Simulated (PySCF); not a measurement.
PySCF input file for C₄H₉NSi, SMILES C=C1[SiH2]N[C@H]1C, TDA-B3LYP/def2-SVPD. Geometry optimised at ωB97X-D3(BJ)/def2-SVP. The structure was generated by enumeration; whether it is a known compound was not checked.

```python
import numpy as np
from pyscf import gto, scf, dft, tdscf

mol = gto.M(
    atom='''
    C    -0.71271979    1.62604330    1.25606978
    C    -0.45205074    0.55151020    0.51571427
    Si   -1.20545690   -0.55176438   -0.80675797
    N     0.38616759   -1.20895477   -0.60473932
    C     0.83102054   -0.29964380    0.46693896
    C     2.09717067    0.48303451    0.13421209
    H     0.01893683    2.02976495    1.96827445
    H    -1.67036496    2.15307993    1.18703552
    H    -1.54849719    0.04259495   -2.13561480
    H    -2.37092701   -1.40575689   -0.41580616
    H     0.93422485   -2.00743824   -0.89011763
    H     0.97211684   -0.83125521    1.43007672
    H     2.34708577    1.18815964    0.94346309
    H     2.95376549   -0.19855629    0.00145099
    H     1.95635862    1.05112675   -0.79858609
    ''',
    basis='def2-SVPD',
    charge=0,
    spin=0,
    max_memory=1600,
    verbose=4,
)
mf = dft.RKS(mol, xc='b3lyp').density_fit(auxbasis='def2-universal-jkfit')
mf.grids.level = 3
mf.conv_tol = 1e-9
mf.max_cycle = 100
mf.kernel()
mf.grids = dft.Grids(mol).set(level=1).build(with_non0tab=True)  # coarser grid for the response kernel
td = tdscf.TDA(mf)
td.singlet = True
td.nstates = 10
td.conv_tol = 1e-4
td.positive_eig_threshold = 1e-6
td.kernel(x0=td.get_init_guess(mf, 15))
td.analyze()
tt = tdscf.TDA(mf)
tt.singlet = False
tt.nstates = 4
tt.conv_tol = 1e-4
tt.positive_eig_threshold = 1e-6
tt.kernel(x0=tt.get_init_guess(mf, 9))
tt.analyze(verbose=3)
```

Log of the run:

```
PySCF version 2.14.0

[INPUT] verbose = 4
[INPUT] num. atoms = 15
[INPUT] num. electrons = 54
[INPUT] charge = 0
[INPUT] spin (= nelec alpha-beta = 2S) = 0
[INPUT] symmetry False subgroup None
[INPUT] Mole.unit = angstrom
[INPUT] Symbol           X                Y                Z      unit          X                Y                Z       unit  Magmom
[INPUT]  1 C     -0.712719790000   1.626043300000   1.256069780000 AA   -1.346845206658   3.072776503684   2.373627877543 Bohr   0.0
[INPUT]  2 C     -0.452050740000   0.551510200000   0.515714270000 AA   -0.854252093007   1.042203232904   0.974558728830 Bohr   0.0
[INPUT]  3 Si    -1.205456900000  -0.551764380000  -0.806757970000 AA   -2.277983395967  -1.042683563490  -1.524551612110 Bohr   0.0
[INPUT]  4 N      0.386167590000  -1.208954770000  -0.604739320000 AA    0.729750983283  -2.284593412287  -1.142791691556 Bohr   0.0
[INPUT]  5 C      0.831020540000  -0.299643800000   0.466938960000 AA    1.570401224488  -0.566244716924   0.882386751289 Bohr   0.0
[INPUT]  6 C      2.097170670000   0.483034510000   0.134212090000 AA    3.963078202771   0.912802932613   0.253624092705 Bohr   0.0
[INPUT]  7 H      0.018936830000   2.029764950000   1.968274450000 AA    0.035785422367   3.835699852741   3.719499648479 Bohr   0.0
[INPUT]  8 H     -1.670364960000   2.153079930000   1.187035520000 AA   -3.156532302470   4.068731391998   2.243172032931 Bohr   0.0
[INPUT]  9 H     -1.548497190000   0.042594950000  -2.135614800000 AA   -2.926235593759   0.080492789790  -4.035727079568 Bohr   0.0
[INPUT] 10 H     -2.370927010000  -1.405756890000  -0.415806160000 AA   -4.480402710234  -2.656495519820  -0.785759763307 Bohr   0.0
[INPUT] 11 H      0.934224850000  -2.007438240000  -0.890117630000 AA    1.765429105263  -3.793508485579  -1.682078539347 Bohr   0.0
[INPUT] 12 H      0.972116840000  -0.831255210000   1.430076720000 AA    1.837034588678  -1.570844686518   2.702453337916 Bohr   0.0
[INPUT] 13 H      2.347085770000   1.188159640000   0.943463090000 AA    4.435349296164   2.245296311862   1.782886848736 Bohr   0.0
[INPUT] 14 H      2.953765490000  -0.198556290000   0.001450990000 AA    5.581807812292  -0.375217008410   0.002741973709 Bohr   0.0
[INPUT] 15 H      1.956358620000   1.051126750000  -0.798586090000 AA    3.696981993232   1.986341679704  -1.509108996987 Bohr   0.0

nuclear repulsion = 292.232753219797
number of shells = 86
number of NR pGTOs = 282
number of NR cGTOs = 196
basis = def2-SVPD
ecp = {}


[settings echo left out]
init E= -502.287580098996
  HOMO = -0.28417146216993  LUMO = -0.0982484708458213  gap/eV = 5.05922
cycle= 1 E= -501.78090963238  delta_E= 0.507  |g|= 0.507  |ddm|= 6.11
  HOMO = -0.151784760045753  LUMO = 0.00929852804296161  gap/eV = 4.38330
cycle= 2 E= -501.708275953397  delta_E= 0.0726  |g|= 0.741  |ddm|= 1.66
  HOMO = -0.245595591880985  LUMO = -0.019476616408904  gap/eV = 6.15301
cycle= 3 E= -501.843871155949  delta_E= -0.136  |g|= 0.109  |ddm|= 1.04
  HOMO = -0.234930179157129  LUMO = -0.0233580766201933  gap/eV = 5.75717
cycle= 4 E= -501.846429107591  delta_E= -0.00256  |g|= 0.0421  |ddm|= 0.209
  HOMO = -0.237174360472098  LUMO = -0.0212279831030795  gap/eV = 5.87620
cycle= 5 E= -501.846857270585  delta_E= -0.000428  |g|= 0.0138  |ddm|= 0.0736
  HOMO = -0.237533323308805  LUMO = -0.0209195001708733  gap/eV = 5.89436
cycle= 6 E= -501.846903190101  delta_E= -4.59e-05  |g|= 0.00415  |ddm|= 0.0227
  HOMO = -0.237428955828318  LUMO = -0.0212014178786446  gap/eV = 5.88385
cycle= 7 E= -501.846907507667  delta_E= -4.32e-06  |g|= 0.000686  |ddm|= 0.00773
  HOMO = -0.237444307159808  LUMO = -0.021146706146066  gap/eV = 5.88576
cycle= 8 E= -501.846907626089  delta_E= -1.18e-07  |g|= 0.000154  |ddm|= 0.00143
  HOMO = -0.237441097758  LUMO = -0.0211556948907452  gap/eV = 5.88543
cycle= 9 E= -501.846907631565  delta_E= -5.48e-09  |g|= 4e-05  |ddm|= 0.000347
  HOMO = -0.237437810141057  LUMO = -0.0211517273995736  gap/eV = 5.88544
cycle= 10 E= -501.846907632006  delta_E= -4.41e-10  |g|= 7.12e-06  |ddm|= 0.000112
  HOMO = -0.237438181705997  LUMO = -0.0211524863387162  gap/eV = 5.88543
Extra cycle  E= -501.84690763201  delta_E= -3.75e-12  |g|= 7.29e-06  |ddm|= 3.49e-05
converged SCF energy = -501.84690763201
tot grids = 54504
Overwritten attributes  positive_eig_threshold  of <class 'pyscf.tdscf.rks.TDA'>


******** <class 'pyscf.tdscf.rks.TDA'> for <class 'pyscf.df.df_jk.DFRKS'> ********
nstates = 10 singlet
deg_eia_thresh = 1.000e-03
wfnsym = None
conv_tol = 0.0001
eigh lindep = 1e-12
eigh level_shift = 0
eigh max_cycle = 100


Excitation energies (eV)
[5.04246878 5.24943783 5.99908837 6.09381787 6.2822196  6.66744776
 6.7204588  6.85144589 6.94834508 7.03722876]

** Singlet excitation energies and oscillator strengths **
Excited State   1:      5.04247 eV    245.88 nm  f=0.0018
      27 -> 28       -0.69490
Excited State   2:      5.24944 eV    236.19 nm  f=0.0053
      27 -> 29        0.69807
Excited State   3:      5.99909 eV    206.67 nm  f=0.0025
      25 -> 28        0.68822
      26 -> 29       -0.10405
Excited State   4:      6.09382 eV    203.46 nm  f=0.0099
      27 -> 30        0.67548
      27 -> 32        0.16131
Excited State   5:      6.28222 eV    197.36 nm  f=0.0067
      25 -> 28        0.10300
      26 -> 29        0.68640
Excited State   6:      6.66745 eV    185.95 nm  f=0.0242
      27 -> 31       -0.65520
      27 -> 32        0.21228
Excited State   7:      6.72046 eV    184.49 nm  f=0.0893
      25 -> 29        0.67230
      26 -> 28       -0.10867
      27 -> 32        0.13309
Excited State   8:      6.85145 eV    180.96 nm  f=0.0314
      25 -> 29       -0.13381
      26 -> 28       -0.13136
      26 -> 30        0.19055
      27 -> 30       -0.13442
      27 -> 31        0.22993
      27 -> 32        0.57890
Excited State   9:      6.94835 eV    178.44 nm  f=0.0183
      26 -> 28       -0.16621
      26 -> 30        0.34723
      27 -> 33        0.52390
      27 -> 34       -0.22440
Excited State  10:      7.03723 eV    176.18 nm  f=0.0618
      26 -> 28       -0.21922
      26 -> 30        0.47390
      27 -> 32       -0.20923
      27 -> 33       -0.31349
      27 -> 34        0.22797

** Transition electric dipole moments (AU) **
state          X           Y           Z        Dip. S.      Osc.
  1         0.0812     -0.0886     -0.0049      0.0145      0.0018
  2         0.1624      0.0785     -0.0943      0.0414      0.0053
  3        -0.0456     -0.1120      0.0485      0.0170      0.0025
  4        -0.2343     -0.0092     -0.1078      0.0666      0.0099
  5         0.0597      0.1647     -0.1140      0.0437      0.0067
  6        -0.3163     -0.0691      0.2076      0.1479      0.0242
  7        -0.1150     -0.5405     -0.4866      0.5422      0.0893
  8         0.4194      0.0526     -0.0920      0.1871      0.0314
  9         0.0580     -0.2742     -0.1703      0.1076      0.0183
 10         0.1495     -0.3714     -0.4450      0.3583      0.0618

** Transition velocity dipole moments (imaginary part, AU) **
state          X           Y           Z        Dip. S.      Osc.
  1        -0.0102      0.0059      0.0213      0.0006      0.0021
  2         0.0235      0.0269     -0.0205      0.0017      0.0059
  3         0.0074      0.0005     -0.0104      0.0002      0.0005
  4        -0.0430     -0.0008     -0.0215      0.0023      0.0069
  5         0.0219      0.0431     -0.0430      0.0042      0.0121
  6        -0.0627     -0.0232      0.0360      0.0058      0.0157
  7        -0.0083     -0.0788     -0.0608      0.0100      0.0269
  8         0.0833      0.0289     -0.0256      0.0084      0.0223
  9         0.0046     -0.0402     -0.0039      0.0016      0.0043
 10         0.0299     -0.0240     -0.0728      0.0068      0.0174

** Transition magnetic dipole moments (imaginary part, AU) **
state          X           Y           Z
  1         0.2001      0.0967      0.0543
  2        -0.6424     -0.1859     -0.4816
  3         0.2259     -0.5959     -0.4595
  4        -0.0779      0.1433      0.3714
  5         0.3274     -0.0257      0.0892
  6         0.1263     -0.1980      0.2899
  7         0.4405      0.9111     -0.7364
  8         0.2328      0.2896      0.3353
  9         0.4187     -0.3933     -0.1083
 10         0.3437      0.0967      0.4859


******** <class 'pyscf.tdscf.rks.TDA'> for <class 'pyscf.df.df_jk.DFRKS'> ********
nstates = 4 triplet
deg_eia_thresh = 1.000e-03
wfnsym = None
conv_tol = 0.0001
eigh lindep = 1e-12
eigh level_shift = 0
eigh max_cycle = 100


Excitation energies (eV)
[4.10886233 4.76361237 4.96650446 5.47076655]

** Triplet excitation energies and oscillator strengths **
Excited State   1:      4.10886 eV    301.75 nm  f=0.0000
Excited State   2:      4.76361 eV    260.27 nm  f=0.0000
Excited State   3:      4.96650 eV    249.64 nm  f=0.0000
Excited State   4:      5.47077 eV    226.63 nm  f=0.0000
```

The run converged.
